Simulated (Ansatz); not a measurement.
A CCSD(T) single point on HfI₄, SMILES `[I][Hf]([I])([I])[I]`.

```yaml
crystal:
  periodic: [false, false, false]
  atoms:
    - {symbol: I, position_ang: [-1.496633, -0.595692, 2.125759]}
    - {symbol: Hf, position_ang: [0.009983, -0.014721, -0.008302]}
    - {symbol: I, position_ang: [2.328255, -1.342405, 0.148216]}
    - {symbol: I, position_ang: [-1.283275, -0.737762, -2.236828]}
    - {symbol: I, position_ang: [0.491569, 2.616979, -0.070344]}
basis:
  gaussian: {orbitals: def2-SVP}
correlation: {method: ccsd_t}
```

```sh
$ ansatz run in.yaml --threads 2 --pin off --events-out ev --progress --plain --max-ram 22528MiB --backend cuda --devices 0, --max-vram 18GiB
```

Output of Ansatz, abridged:

```
Functional definition: HF
1660 factors; integrals over basis functions are off by at most 2.5e-4 eV
mean field evaluation 1: about -33585.2025 eV, gradient 2.9e1 eV
mean field evaluation 2: about -33585.3933 eV, gradient 3.0e1 eV
mean field evaluation 4: about -33588.7200 eV, gradient 1.9e0 eV
mean field evaluation 8: about -33588.7682 eV, gradient 1.4e-1 eV
mean field -33588.76853553 eV, -1234.3644763958 hartree, gradient 1.4e-6 eV, S^2 0.000000; 0 other end points of the search recorded, 0 dependent functions left out
16 core orbitals not correlated: weight in the atoms' cores, before any rotation towards them, 1.000 or more for the frozen orbitals, at most 0.000 for the correlated occupied ones
reference -33588.76853553 eV, -1234.3644763958 hartree; 40, 40 occupied and 80, 80 virtual orbitals, 1660 factors
second order -19.11519116 eV of doubles, -0.00000000 eV of singles
cycle   1  -18.60441278 eV  change    5.1e-1 eV  update   2.0e-1
cycle   2  -19.19140165 eV  change   -5.9e-1 eV  update   9.9e-2
cycle   3  -19.32961155 eV  change   -1.4e-1 eV  update   3.5e-2
cycle   4  -19.31562466 eV  change    1.4e-2 eV  update   1.0e-2
cycle   5  -19.31178547 eV  change    3.8e-3 eV  update   2.6e-3
cycle   6  -19.31159689 eV  change    1.9e-4 eV  update   8.2e-4
cycle   7  -19.31152458 eV  change    7.2e-5 eV  update   3.6e-4
cycle   8  -19.31169067 eV  change   -1.7e-4 eV  update   1.1e-4
cycle   9  -19.31171784 eV  change   -2.7e-5 eV  update   3.5e-5
perturbative correction -0.75671779 eV, -0.0278088660 hartree
Total energy: -33608.83697117 eV, -1235.1019778024 hartree
```

It took 2.9 s on 2 threads of an AMD EPYC 7R13 on a shared host and a share of an NVIDIA H100 80 GB, with 0.82 GiB of host memory at the peak.

MP2 recovers 95.3 % of the CCSD(T) correlation energy and the triples give 3.8 %; T1 = 0.0137.
